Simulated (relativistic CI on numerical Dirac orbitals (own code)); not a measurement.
**Slater and spin-orbit integrals, Ho LII**

Computed by Dirac-Coulomb-Breit CI, separate exchange-only KLI orbitals for each configuration, a model potential for QED, unscaled Slater integrals (own radial code, finite nucleus).

Slater integrals F^k, G^k are unscaled and averaged over j, outside the closed core [Ne]; ζ comes from projecting the Hamiltonian with its Breit term on Σ l·s of the shell.

- 3s2 3p4: F^2(3p,3p) = 475510, ζ(3p) = 1.1816e+06 cm⁻¹; <r>(3p) = 0.2062, <r^2>(3p) = 0.04919 (bohr units).
- 3s 3p5: G^1(3s,3p) = 602190, ζ(3p) = 1.1814e+06 cm⁻¹; <r>(3s) = 0.2113, <r^2>(3s) = 0.05098, <r>(3p) = 0.2063, <r^2>(3p) = 0.04924 (bohr units).
- 3s2 3p3 3d: F^2(3p,3p) = 475170, ζ(3p) = 1.1806e+06, F^2(3p,3d) = 479320, G^1(3p,3d) = 497460, G^3(3p,3d) = 336270, ζ(3d) = 161120 cm⁻¹; <r>(3p) = 0.2063, <r^2>(3p) = 0.04927, <r>(3d) = 0.1825, <r^2>(3d) = 0.03841 (bohr units).

Averages of the first 10 configurations, taken without configuration mixing, which lowers the lowest level and can move excited configurations by several eV; other configurations of the list can lie among them:

```tsv
Configuration	Parity	States	Average energy above the lowest level (eV)
3s2 3p4	even	15	156.7
3s 3p5	odd	12	477.2
3s2 3p3 3d	odd	200	473.8
3p6	even	1	818.4
3s 3p4 3d	even	300	785.4
3p5 3d	odd	60	1117.7
3s 3p3 3d2	odd	1800	1101.7
3s2 3p2 3d 4p	odd	900	2678.2
3p5 4s	odd	12	2884.8
3s 3p3 3d 4s	odd	800	2856.7
```
